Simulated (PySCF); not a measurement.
4,4-dimethyl-1-pentene, C7H14.
Atom-mapped SMILES: `[CH2:1]=[CH:2][CH2:3][C:4]([CH3:5])([CH3:6])[CH3:7]` (hydrogens: H8, H9 on C1; H10 on C2; H11, H12 on C3; H13, H14, H15 on C5; H16, H17, H18 on C6; H19, H20, H21 on C7)

Structure used (PBE0-D3(BJ)/def2-SVP), in Å, numbered top down from 1:
```
atom  x, y, z in Å
C1     2.621    0.924   -0.684
C2     1.833   -0.051   -0.227
C3     0.689    0.137    0.717
C4    -0.709   -0.211    0.154
C5    -1.737    0.025    1.262
C6    -0.767   -1.678   -0.279
C7    -1.030    0.690   -1.040
H8     3.449    0.724   -1.369
H9     2.468    1.966   -0.382
H10    2.032   -1.078   -0.557
H11    0.676    1.182    1.069
H12    0.857   -0.492    1.611
H13   -1.535   -0.615    2.135
H14   -2.757   -0.199    0.909
H15   -1.722    1.073    1.601
H16   -0.502   -2.351    0.552
H17   -1.782   -1.944   -0.613
H18   -0.082   -1.885   -1.116
H19   -2.033    0.468   -1.439
H20   -1.011    1.753   -0.750
H21   -0.300    0.555   -1.852
```

Linear response at PBE0/def2-SVPD (PySCF, frozen core in the response, non-relativistic). Geometry: PBE0-D3(BJ)/def2-SVP, one conformer, isolated molecule.

Static isotropic polarisability: 87.78 au (13.01 Å³), principal values 77.5, 81.8, 104.0 au.

Task: What is the polarisability at 1064 nm and at the sodium D line?

Result: 88.49 au at 1064 nm (+0.8 %), 90.17 au at 589.3 nm (+2.7 %). The rise at 589.3 nm is 3.37 times that at 1064 nm; a pure ω² law gives 3.26. The lowest singlet lies at 177 nm, shorter than both wavelengths.

Task: What is the isotropic C6 coefficient between two such molecules, C6 = (3/π)∫α(iω)² dω?

Result: 3240 au (Eh·bohr⁶) by a ten-point quadrature over imaginary frequencies, which is 1940 eV·Å⁶ or 187 J·nm⁶/mol.

Task: Which effective excitation energy ω̄ makes London's formula C6 = (3/4)α²ω̄ exact here?

Result: ω̄ = 4·C6/(3α²) = 0.561 Eh = 15.3 eV. A one-pole form α(ω) = α/(1 − ω²/ω̄²) fitted to the 1064 nm value gives 13.0 eV.

Task: How many electrons N does the Slater–Kirkwood formula C6 = (3/4)·√N·α^(3/2) need to give this C6?

Result: N = (4·C6/3)²/α³ = 27.6; the species has 56 electrons in all.

Task: What n − 1 at the D line would an ideal gas of it have at 273.15 K and 1 atm (2.6868 × 10¹⁹ cm⁻³), by n − 1 = 2π·N·α′?

Result: 22.56 × 10⁻⁴, a formal value whether or not that pressure can be reached.

Task: What three-body coefficient follows from the one-pole estimate C9 = (3/4)·α·C6?

Result: 213000 au. This is an estimate from the two numbers above, not a computed integral.

Task: How anisotropic is the static polarisability, by Δα² = ½[(α1 − α2)² + (α2 − α3)² + (α3 − α1)²]?

Result: Δα = 24.6 au, or 0.28 of the isotropic value.

Task: The lowest 6 singlets have (eV, f): 7.01, 0.087; 7.22, 0.303; 7.58, 0.005; 7.68, 0.055; 7.71, 0.002; 8.08, 0.007. What share of the static polarisability do they carry in the sum over states α = Σ f/ω²?

Result: 6.48 au, 7.4 % of α; the largest term, 4.31 au, is that of the state at 7.22 eV. Their oscillator strengths add up to 0.46. Higher states carry the rest.
